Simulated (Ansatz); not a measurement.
Two isomers of CH4ClFOSi: A = `OC(F)([SiH3])Cl`, B = `FCO[SiH2]Cl`.

Program: Ansatz. Geometries: PBE0-D4/def2-TZVP. ΔE: electronic, gas phase. CCSD(T)/CBS is the MP2 limit (def2-TZVPP, def2-QZVPP) plus CCSD(T) − MP2 in def2-TZVPP, frozen cores. DFT in def2-TZVPP. B3LYP here is the variant with VWN-RPA as its local correlation; programs differ in this. One conformer a species, not always the lowest.

A:

```xyz
9

O    -0.7518    1.3665    0.5113
C     0.2912    0.5331    0.3016
F     1.2995    1.1942   -0.3509
Si   -0.2536   -1.0260   -0.6783
Cl    1.0179   -0.0064    1.8774
H    -0.4696    2.1069    1.0662
H     0.9546   -1.8548   -0.8847
H    -0.8195   -0.5770   -1.9734
H    -1.2687   -1.7366    0.1308
```

B:

Z-matrix (Å, degrees):
```
C
O 1 1.376
F 1 1.374 2 110.4
H 1 1.095 2 111.4 3 -118.9
H 1 1.092 2 108.3 3 117.9
Si 2 1.643 1 126.6 3 58.8
Cl 6 2.052 2 109.7 1 50.7
H 6 1.474 2 105.4 1 168.2
H 6 1.476 2 112.2 1 -68.5
```

Which is lower in electronic energy at CCSD(T)/CBS, and by how much? (An estimate is asked.)

Ansatz gave: B, by 62.2 kcal/mol.

Give E(B) − E(A) in kcal/mol with BLYP-D4, B3LYP-D4, PBE-D4, HF/def2-TZVPP, ωB97M-V, CCSD(T)/def2-TZVPP, B2PLYP. (An estimate is asked.)

Computed: BLYP-D4 -57.7, B3LYP-D4 -60.9, PBE-D4 -55.3, HF/def2-TZVPP -69.8, ωB97M-V -60.8, CCSD(T)/def2-TZVPP -62.0, B2PLYP -62.6. None reverses the order clearly.

Does the order hold for the free energy at 298.15 K (harmonic terms from PBE0-D4)? (Best estimate.)

Ansatz gave: Yes: G(B) − G(A) = -59.5 kcal/mol, for one conformer each. Modes under 60 cm⁻¹, often nearly free rotors, make the harmonic entropy too high.

Largest T1 diagnostic: 0.012.

Leaving LDA and LC-ωPBE aside and taking each functional with its dispersion term where it has one, the values, not all of them listed here, spread over 10.3 kcal/mol, from BHLYP-D4 to revPBE-D4. LDA lies +1.8 kcal/mol from PBE without D4. At CCSD(T), def2-SVP lies +4.8 kcal/mol from the extrapolated value and def2-TZVPP +0.3 kcal/mol.
